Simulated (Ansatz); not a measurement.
The same path of ClH3OSn + H4Si (11 atoms, charge 0, multiplicity 1) was run twice with different band settings. Lost on the way: Sn1–O2, Si7–H11. Made: Sn1–Si7, O2–H11.

Level of theory: RKS PBE0/def2-SVP in Ansatz 0.2.0.

Relaxed end points:

```xyz
11
Properties=species:S:1:pos:R:3
Sn -0.440 -0.813 -0.276
O 0.080 -0.867 1.630
H -0.537 -0.396 2.202
H 0.941 -1.329 -1.119
Cl -0.865 1.446 -0.824
H -1.914 -1.637 -0.535
Si 1.352 3.221 1.599
H 2.246 3.905 2.583
H 2.037 3.169 0.274
H 0.078 3.990 1.485
H 1.070 1.835 2.077
```

```xyz
11
Properties=species:S:1:pos:R:3
Sn 0.012 0.497 -0.359
O 0.322 -0.167 2.348
H -0.312 0.197 2.977
H 1.194 -0.734 -0.457
Cl -0.279 1.154 -2.641
H -1.536 -0.084 0.075
Si 0.752 2.615 0.885
H 2.039 2.347 1.606
H 0.948 3.782 -0.024
H -0.275 2.971 1.915
H 1.182 -0.054 2.771
```

Common settings: movable images 9; climbing image yes; optimiser quadratic models (default); start path through a guess of the saddle point; force threshold 0.05 eV/Å; end points relaxed.

| run | spring | iteration limit |
| --- | --- | --- |
| 1 | 5.0 eV/Å² | 42 |
| 2 | 2.0 to 10.0 eV/Å², energy-weighted | 51 |

(1) What does each run give, and how far can it be trusted?

## Answers

(1) Run 1: converged after 16 iterations, highest image 1.583 eV above the first end. A vibrational analysis at the climbing image gives one clearly imaginary mode, 1321i cm⁻¹: a first-order saddle point.
Run 2: converged after 14 iterations, highest image 1.583 eV above the first end. Another band between the same ends (9 images) ends at a top of the same energy, where a vibrational analysis finds 1 clearly imaginary mode.
The orbitals stay closed-shell, which can raise the energy where a bond breaks towards radicals; this wasn't checked here.
